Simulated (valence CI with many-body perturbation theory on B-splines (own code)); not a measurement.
## Gd XLII: fill in the table

Method: relativistic CI+MBPT: five valence electrons over a frozen Dirac-Fock core [Ar], a basis of 7 s, 7 p, 8 d, 6 f, 4 g, 1 h functions for each j, with the one-electron correlation potential Σ1 (screened to all orders), the two-electron term Σ2, the three-electron term Σ3, Breit, model QED; selected single and double excitations, second order for the rest (own B-spline code, finite nucleus).

No measured spectrum was set against this ion. As an estimate, large intervals hold to a few tenths of a per cent, small ones and those within an open d or f shell to about a per cent. Only levels of the ground parity were solved; by the run's estimate the other parity begins above the list, which can be wrong where configurations are misplaced.

```
                      Level  E (cm⁻¹)
      (3d3/2^4 3d5/2) J=5/2         0
(3d3/2^3 3d5/2^2) J=5/2 [a]    204430
(3d3/2^3 3d5/2^2) J=7/2 [a]    286450
(3d3/2^3 3d5/2^2) J=3/2 [a]    295550
   (3d3/2^3 3d5/2^2) J=11/2         ?
    (3d3/2^3 3d5/2^2) J=9/2         ?
(3d3/2^3 3d5/2^2) J=5/2 [b]    346940
    (3d3/2^3 3d5/2^2) J=1/2    361000
(3d3/2^3 3d5/2^2) J=7/2 [b]    383310
(3d3/2^3 3d5/2^2) J=3/2 [b]    472190
(3d3/2^2 3d5/2^3) J=5/2 [a]    487570
(3d3/2^2 3d5/2^3) J=7/2 [a]         ?
   (3d3/2^2 3d5/2^3) J=11/2    543800
(3d3/2^2 3d5/2^3) J=9/2 [a]         ?
   (3d3/2^2 3d5/2^3) J=13/2    578760
(3d3/2^2 3d5/2^3) J=1/2 [a]         ?
(3d3/2^2 3d5/2^3) J=3/2 [a]    589290
(3d3/2^2 3d5/2^3) J=5/2 [b]    601120
(3d3/2^2 3d5/2^3) J=9/2 [b]    636760
(3d3/2^2 3d5/2^3) J=7/2 [b]         ?
```

Levels are named by their leading jj configuration (3d3/2^4 stands for four electrons in 3d with j = 3/2), which in mixed levels can hold well under half, so a name can repeat and another be missing. Letters in brackets count levels of one name in rising energy.

Question: The levels stand in rising order. What does the calculation give for the missing energies?

Answer: (3d3/2^3 3d5/2^2) J=11/2 297300; (3d3/2^3 3d5/2^2) J=9/2 328570; (3d3/2^2 3d5/2^3) J=7/2 [a] 537710; (3d3/2^2 3d5/2^3) J=9/2 [a] 557790; (3d3/2^2 3d5/2^3) J=1/2 [a] 579710; (3d3/2^2 3d5/2^3) J=7/2 [b] 653180.
